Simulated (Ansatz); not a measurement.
A set of 12 reactions (isomerisation), with CCSD(T)/CBS values in kJ/mol:

```
                                     reaction     ΔE
           `CC([SiH3])[SeH]` → `C[Se]C[SiH3]`   -1.1
              `CC(C)C(C)(C)O` → `CC(C)CC(C)O`    8.9
                      `CC(CF)CF` → `CC(F)CCF`  -14.0
            `C=C(S)O[SiH3]` → `[SiH3]O/C=C\S`    0.9
          `C=NC(F)[SiH3]` → `N/C=C(\F)[SiH3]`  -34.1
             `C=C(O)S[SiH3]` → `C[SiH](S)C=O`  -78.0
                  `CSB[SiH2]O` → `OBCS[SiH3]`  -26.1
                      `C/N=C(/O)S` → `N=CSCO`   35.0
                    `C/N=C(/O)S` → `N=C(S)CO`   19.0
     `C[SiH](Cl)B[SiH3]` → `CB[SiH2][SiH2]Cl`  -21.6
             `OC[O][GeH3]` → `C[O][GeH2][OH]`  -91.8
`F[Si]([SiH2])(Cl)Cl`• → `F[SiH](Cl)[SiH]Cl`•   14.7
```

Computed with Ansatz on PBE0-D4/def2-TZVP structures; ΔE is electronic, products minus reactants. CCSD(T)/CBS is the MP2 limit (def2-TZVPP, def2-QZVPP) plus CCSD(T) − MP2 in def2-TZVPP, frozen cores. Double bonds are as drawn, so ΔE can hold a change between cis and trans. Functionals use def2-TZVPP. B3LYP here is the variant with VWN-RPA as its local correlation; programs differ in this. No spin–orbit coupling; open shells (•) take unrestricted orbitals. For Ge, Se outer-core shells are correlated without core-valence functions, which leaves a few kJ/mol of doubt a bond. Scalar relativity is left out up to krypton. One conformer a species, not always the lowest.

Question: Give the mean, mean absolute and largest difference (level minus CCSD(T)/CBS, kJ/mol) for: r2SCAN-D4, PBE0-D4, B3LYP-D4, ωB97M-V, r2SCAN, PBE0, B3LYP, HF/def2-TZVPP, MP2/def2-TZVPP, CCSD/def2-TZVPP, CCSD(T)/def2-TZVPP, HF/def2-QZVPP, HF/CBS(def2), MP2/CBS(def2). (An estimate is asked.)

Answer: Computed: 
```
             level  mean  mean absolute  largest
         r2SCAN-D4   1.1            3.7      9.3
           PBE0-D4   0.7            4.1      9.6
          B3LYP-D4  -0.1            2.7      6.3
           ωB97M-V   0.4            2.5     -6.5
            r2SCAN   0.8            3.8      9.3
              PBE0  -0.3            5.0      9.8
             B3LYP  -2.1            5.0    -10.7
     HF/def2-TZVPP  -3.0            6.4    -14.2
    MP2/def2-TZVPP   0.9            2.8      6.4
   CCSD/def2-TZVPP  -0.1            2.2     -6.4
CCSD(T)/def2-TZVPP   0.8            1.6      6.0
     HF/def2-QZVPP  -3.3            6.5    -14.6
      HF/CBS(def2)  -3.4            6.5    -14.6
     MP2/CBS(def2)   0.1            2.9     -6.9
```

The largest T1 diagnostic in the set is 0.014, for `CSB[SiH2]O` (customary mark 0.02).

CCSD(T)/CBS is a level of theory with its own doubt, and the functionals carry their triple-zeta basis error, so these figures describe this set and don't rank the functionals.
